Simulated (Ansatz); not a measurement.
Reaction (SMILES): N[SiH2]O[SiH2]N → N[SiH2] + N[SiH2][O] (the O-Si bond at the site shown breaks; other sites are not compared here)
Geometries: B3LYP-D3(BJ)/def2-TZVP minima from Ansatz (a program for electronic structure), one conformer each, not searched for the lowest.

Wanted: bond dissociation energy (electronic energy difference), in eV. Valence correlation only, unless marked. Open shells are spin-unrestricted. No spin-orbit coupling. No relativistic terms. Basis-set limits of correlation are two-point, X^-3; Hartree-Fock from the larger set.

```
level                                        program  bond dissociation energy (eV)
------------------------------------  --------------  -----------------------------
B3LYP-D3(BJ)/def2-TZVPD               Ansatz + dftd3                           5.60
PBE0-D4/def2-TZVP                     Ansatz + dftd4                            ___
r2SCANh-D4/def2-TZVPD                 Ansatz + dftd4                           5.56
HSE06-D4/def2-TZVPD                   Ansatz + dftd4                           5.60
CCSD/cc-pV(D+d)Z                              Ansatz                           5.42
CCSD/cc-pV(Q+d)Z                              Ansatz                            ___
CCSD(T)/CBS(cc-pV(T+d)Z,cc-pV(Q+d)Z)          Ansatz                            ___
```

Q: Complete the blanks.

A: 
- PBE0-D4/def2-TZVP, bond dissociation energy (eV): 5.62
- CCSD/cc-pV(Q+d)Z, bond dissociation energy (eV): 5.90
- CCSD(T)/CBS(cc-pV(T+d)Z,cc-pV(Q+d)Z), bond dissociation energy (eV): 6.04
